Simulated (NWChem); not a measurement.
All runs are NWChem calculations. System: MgO, charge 0, spin multiplicity 3, at the geometry of a parent with another charge or spin, in a state set for the comparison that need not be this species' ground state. Its SCF solution wasn't tested for a lower state. Level: UMP2/def2-TZVP, 6 core orbitals frozen.

Job file:

```
start mol
memory heap 200 mb stack 900 mb global 1100 mb
geometry units angstroms nocenter noautoz
  Mg     0.000000     0.000000     0.699045
  O      0.000000     0.000000    -1.048568
  symmetry group C2v
end
basis spherical
  * library def2-tzvp
end
scf
  uhf
  nopen 2
  maxiter 100
  thresh 1e-7
  semidirect memsize 60000000 filesize 0
  # guess.movecs holds the orbitals of an unrestricted PBE0 run
  vectors input guess.movecs output mol.movecs
end
mp2
  freeze core 6
end
task mp2 energy
```

Output (cleaned and shortened):

```
             Northwest Computational Chemistry Package (NWChem) 7.3.0
             --------------------------------------------------------

                                NWChem Input Module
                                -------------------

 Scaling coordinates for geometry "geometry" by  1.889725989
 (inverse scale =  0.529177249)

 Turning off AUTOSYM since
 SYMMETRY directive was detected!

                             Geometry "geometry" -> ""
                             -------------------------

 Output coordinates in angstroms (scale by  1.889725989 to convert to a.u.)

  No.       Tag          Charge          X              Y              Z
 ---- ---------------- ---------- -------------- -------------- --------------
    1 Mg                  12.0000     0.00000000     0.00000000     0.69904500
    2 O                    8.0000     0.00000000     0.00000000    -1.04856800

 Effective nuclear repulsion energy (a.u.)      29.0688017908

            Nuclear Dipole moment (a.u.)
            ----------------------------
        X                 Y               Z
 ---------------- ---------------- ----------------
     0.0000000000     0.0000000000    -0.0000075589

      Symmetry information
      --------------------

 Group name             C2v
 Group number             16
 Group order               4
 No. of unique centers     2

      Symmetry unique atoms

     1    2


 Summary of "ao basis" -> "" (spherical)
 ------------------------------------------------------------------------------
       Tag                 Description            Shells   Functions and Types
 ---------------- ------------------------------  ------  ---------------------
 *                         def2-tzvp                  on all atoms

 Summary of "ao basis" -> "ao basis" (spherical)
 ------------------------------------------------------------------------------
       Tag                 Description            Shells   Functions and Types
 ---------------- ------------------------------  ------  ---------------------
 Mg                        def2-tzvp                12       32   5s4p3d
[...]
  AO/Fock/Back tols     =   1.0D-09  1.0D-09  1.0D-09

 GA uses MA = F    GA memory limited = T

 Available:
  local mem=  1.26D+08
 global mem=  1.44D+08
 local disk=  0.00D+00
  mp2_memr nvloc                    52
  nvloc new                    52
   1 passes of   5:        4194304                      21091                   1781933.
   1 passes of   5: M    126151763           G      144171262           F     121957459.

 Semi-direct pass number   1 of   1  for UHF alpha       at        0.5s
  vrange nnbf                  2008
  mp2_eaftype                    10  avail_ma_in_mb                  1099
 EAF : mp2_eaftype filesize          10     890967.
  mp2_eaf for mointskh                     10
Node 0 wrote      4.2 Mb in      0.0 s     Agg I/O rate:  2293.5 Mb/s
 Done moints_semi at        0.9s
  mp2_eaftype                    10  avail_ma_in_mb                  1089
 EAF : mp2_eaftype filesize          10     890967.
  mp2_eaf for kh                    10
 Done maket at        0.9s
 Done multipass loop at        0.9s

 GA uses MA = F    GA memory limited = T

 Available:
  local mem=  1.26D+08
 global mem=  1.44D+08
 local disk=  0.00D+00
  mp2_memr nvloc                    54
  nvloc new                    54
   1 passes of   3:        4194304                      16193                   1112868.
   1 passes of   3: M    126151763           G      144171262           F     121957459.

 Semi-direct pass number   1 of   1  for UHF beta        at        0.9s
  vrange nnbf                  2008
  mp2_eaftype                    10  avail_ma_in_mb                  1099
 EAF : mp2_eaftype filesize          10     556434.
  mp2_eaf for mointskh                     10
Node 0 wrote      2.6 Mb in      0.0 s     Agg I/O rate:  1708.0 Mb/s
 Done moints_semi at        1.4s
  mp2_eaftype                    10  avail_ma_in_mb                  1089
 EAF : mp2_eaftype filesize          10     556434.
  mp2_eaf for kh                    10
 Done maket at        1.4s
 Done multipass loop at        1.4s

          -------------------------------------------
          SCF energy                -274.465942855863
          Correlation energy          -0.203844299049
          Singlet pairs                0.000000000000
          Triplet pairs                0.000000000000
          Total MP2 energy          -274.669787154912
          -------------------------------------------

          ---------------------------------------------------
                    Spin Component Scaled (SCS) MP2
          Same spin pairs                     -0.050415263472
          Same spin scaling factor             0.333333333333
          Opposite spin pairs                 -0.153429035577
          Opposite spin scaling fact.          1.200000000000
          SCS-MP2 correlation energy          -0.200919930517
          Total SCS-MP2 energy              -274.666862786379
          ---------------------------------------------------

 -----------------------
 Performance information
 -----------------------

 Timer overhead =  1.27D-07 seconds/call

               Nr. of calls         CPU time (s)                 Wall time (s)                GFlops
             ---------------    -------------------     ------------------------------   -------------------
Name         Min   Avg   Max    Min     Avg     Max     Min     Avg     Max   Mx/calls   Min     Max     Sum
mp2: moin     2     2     2   0.86    0.86    0.86     0.86    0.86    0.86    0.43      0.0     0.0     0.0
mp2: make     2     2     2   2.21E-2 2.21E-2 2.21E-2  2.21E-2 2.21E-2 2.21E-2 1.10E-2   0.0     0.0     0.0
mp2: tota     1     1     1   0.92    0.92    0.92     0.92    0.92    0.92    0.92      0.0     0.0     0.0

 The average no. of pstat calls per process was 5.00D+00
 with a timing overhead of 6.34D-07s

 Task  times  cpu:        1.4s     wall:        1.4s

 Total times  cpu:        1.4s     wall:        1.4s
```
